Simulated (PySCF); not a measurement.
**Dipole moment and polarisability of cyclo-(H2SnNMe)4**

Compound: cyclo-(H2SnNMe)4, C₄H₂₀N₄Sn₄.
Geometry (PBE0-D3(BJ)/def2-SVP, Å), atoms numbered from 1 in this order:
```
atom  x, y, z in Å
Sn1    0.2063    1.5801   -2.4208
H2     0.3703    3.2891   -2.5153
H3     0.0272    0.7886   -3.9321
N4    -1.4545    1.0249   -1.3540
C5    -2.5883    0.4527   -2.0605
Sn6   -1.5963    1.3524    0.6458
H7    -3.0854    2.1089    1.0641
H8    -0.2146    2.2864    1.0726
N9    -1.6434   -0.4976    1.5047
C10   -2.0490   -0.6102    2.8918
Sn11  -0.7341   -2.0727    0.5770
H12   -1.0569   -3.4055    1.6145
H13   -1.2600   -2.2644   -1.0401
N14    1.2909   -1.7928    0.4970
C15    1.9565   -1.5899    1.7721
Sn16   2.1907   -1.0675   -1.1842
H17    1.4707   -1.8316   -2.5350
H18    3.8771   -1.2873   -0.9519
N19    1.8863    0.9384   -1.4668
C20    2.6114    1.8627   -0.6135
H21   -2.4816   -0.6346   -2.2476
H22   -2.7604    0.9301   -3.0424
H23   -3.5294    0.5817   -1.4962
H24   -1.2817   -0.2746    3.6195
H25   -2.2937   -1.6544    3.1577
H26   -2.9647   -0.0231    3.0992
H27    1.7436   -0.6104    2.2471
H28    3.0550   -1.6622    1.6705
H29    1.6686   -2.3673    2.5048
H30    2.5901    2.8902   -1.0195
H31    2.2250    1.9255    0.4242
H32    3.6799    1.5863   -0.5412
```

Level: B3LYP/def2-SVPD (PySCF), static field, nuclei fixed, core orbitals frozen in the response. The polarisability tensor in these axes (au):

```
x   242.08  -4.20 -10.81
y    -4.20 231.54 -15.65
z   -10.81 -15.65 237.64
```

Task: Diagonalise the tensor; give its mean and Δα, where Δα² is half the sum of the squared differences of the eigenvalues.

Result: Principal values 214.77, 242.42 and 254.07 au; mean 237.09 au = 35.13 Å³ = 39.09 × 10⁻⁴⁰ C²·m²/J; Δα = 34.97 au (15 % of the mean).

Task: What is the dipole moment, and where does it point?

Result: (-0.07, 0.38, 0.12) D, 0.40 D in size, pointing from the negative to the positive side. Measured along this direction, the outermost atoms are H17 at the negative end and H7 at the positive end.

Task: What depolarisation ratio follows for Rayleigh scattering of linearly polarised light, taking the static tensor?

Result: ρ = 3Δα²/(45ᾱ² + 4Δα²) = 3668.1/(2529487 + 4890.8) = 0.00145.

Task: Find the Langevin capture rate constant for NH4+ (18.034 u) meeting this molecule (603.778 u), k = 2.342 × 10⁻⁹ cm³/s × √(α in Å³ / reduced mass in u).

Result: The reduced mass is 17.51 u, so k = 3.32 × 10⁻⁹ cm³/s. The formula leaves out the permanent dipole, which adds to the capture rate.

Task: Refractivity n − 1 of an ideal gas of it at 350 K and 1 atm, from the electronic α?

Result: N = p/kT = 2.0968 × 10¹⁹ cm⁻³, so n − 1 = 2π × N × 35.13 × 10⁻²⁴ cm³ = 4629 × 10⁻⁶ at long wavelengths, for an ideal gas.

Task: Estimate the molar refractivity from the static electronic polarisability.

Result: Lorentz–Lorenz: R = (4π/3)N_A α = 2.5225 cm³/(mol·Å³) × 35.13 Å³ = 88.6 cm³/mol, in the limit of long wavelengths.

Task: In TDDFT the mean static polarisability is Σ f/ω² over all singlet excitations (ω in hartree). How much of it do the 10 lowest give? Their energies (eV) and oscillator strengths: 4.39, 0.0321; 4.51, 0.0431; 4.57, 0.0484; 4.64, 0.0184; 4.68, 0.0073; 4.73, 0.0023; 4.77, 0.0132; 4.83, 0.0024; 4.91, 0.0053; 4.99, 0.0065.

Result: They add up to 6.34 au, 2.7 % of the 237.09 au; the largest single term is 1.72 au, from the state at 4.57 eV. Terms in order: 1.23, 1.57, 1.72, 0.63, 0.25, 0.07, 0.43, 0.07, 0.16, 0.19 au. Higher excitations give the rest. The strengths listed sum to 0.179.

Geometry: PBE0-D3(BJ)/def2-SVP, one conformer, isolated molecule. Atoms past krypton carry effective core potentials; spin–orbit coupling is left out.

These values come from a run that also computed excited states. Hardware: Intel Xeon Platinum 8175M at 2.50 GHz, 2 threads, shared host. Cost: 9.8 min wall, 22 min CPU (with the writing of density and orbital grids), 3.9 GiB resident at most.
